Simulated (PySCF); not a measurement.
CH3Cl3Si, SMILES C[Si](Cl)(Cl)Cl. Heavy atoms are numbered as in [CH3:1][Si:2]([Cl:3])([Cl:4])[Cl:5]. Hydrogens are named by the atom that carries them.

Coordinates come from a B3LYP-D3(BJ)/def2-SVP optimisation. The isomer is the one that the SMILES or the coordinates give; other isomers of the formula were not compared.

These are KT2/pcSseg-1 in PySCF values and carry that method's errors.

GIAO shieldings, no solvent; atoms alike by connectivity are averaged. δ = σ(ref) − σ: ¹³C against TMS (σ = 185.1 ppm); ²⁹Si against TMS (σ = 361.9 ppm); ³⁵Cl against HCl (σ = 945.4 ppm); ¹H against TMS (σ = 31.47 ppm), references at their B3LYP-D3(BJ)/def2-TZVP geometries, non-relativistic (without spin–orbit terms, shifts of atoms bonded to Cl or Br come out too high).

```tsv
nucleus	atoms	count	δ (ppm)
¹³C	C1 (CH3)	1	15.8
²⁹Si	Si2	1	45.2
³⁵Cl	Cl3	3	176.0
¹H	H on C1	3	1.21
```
